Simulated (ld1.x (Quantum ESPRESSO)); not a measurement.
**Which setting gave this result? (vanadium (V), ultrasoft)**

Base potential:

- Element: V
- Generator: ld1.x (Quantum ESPRESSO) 7.5
- Type: ultrasoft
- Functional: PBE
- Relativity: fully relativistic
- Frozen core: [Ar]
- Valence charge: 5
- Reference configuration: 3d3 4s2 4p0
- Partial waves: 4s (bound): rcut 2.40, rcutus 3.20 bohr; 4s channel at 1.8 Ry: rcut 2.40, rcutus 3.20 bohr; 4p (bound, empty): rcut 0.90, rcutus 1.10 bohr; 4p channel at 1.8 Ry: rcut 0.90, rcutus 1.10 bohr; 3d (bound): rcut 1.10, rcutus 1.25 bohr; 3d channel at 0.75 Ry: rcut 1.10, rcutus 1.25 bohr
- Local potential: all-electron potential smoothed inside 2.55 bohr (lloc = -2)
- Core correction: a·sin(br)/r model core inside 1.05 bohr
- Augmentation charge: PSQ, inside the norm-conserving radii

Open shells are filled in proportion to 2j + 1 (rel_dist='average').

Cutoffs, loose and tight: the cutoffs (Ry, on a coarse ladder) from which the occupation-weighted sum of valence levels, in a spherical-Bessel basis at the reference potential, stays within 10 and 1 mRy of its value at 400 Ry. They do not see the model core or the augmentation charge, which bear on the density cutoff. Test errors are all-electron minus pseudo excitation energies from the reference, over the configurations 3d3 4s1 4p0; 3d3 4s0 4p0; 3d2 4s0 4p0; 3d3.5 4s1.5 4p0; 3d1 4s0 4p0; 3d2 4s2 4p1; 3d3 4s0 4p2; variants that change the core or the reference have their own tests. The largest error is taken over the tests solved by every variant that gives reliable tests at all, those not shown here included: 3d1 4s0 4p0; 3d2 4s0 4p0; 3d3 4s0 4p0; 3d3 4s1 4p0; 3d3.5 4s1.5 4p0.

Only the d radius is moved:

```
d radius (bohr)  cutoff, loose  cutoff, tight  bound ghosts  largest test error (meV)
           0.82         140 Ry         230 Ry    p1/2, p3/2                     -2407
           0.94         110 Ry         180 Ry    p1/2, p3/2                     -2386
           1.08          90 Ry         140 Ry    p1/2, p3/2                     -2475
           1.24          70 Ry         110 Ry    p1/2, p3/2                     -2291
            1.4          50 Ry          80 Ry    p1/2, p3/2                     -2204
           1.56          40 Ry          70 Ry    p1/2, p3/2                     -2244
            1.9          30 Ry          40 Ry    p1/2, p3/2                     -2204
```

Task: One more run gave cutoff, loose: 35 Ry; cutoff, tight: 50 Ry; bound ghosts: p1/2, p3/2; largest test error (meV): -2264. Which value of the d radius was used?

Result: 1.7 bohr. The loose cutoff moves one way along this sweep, from 140 Ry at 0.82 to 30 Ry at 1.9 bohr, which places the run between 1.56 and 1.9 bohr.
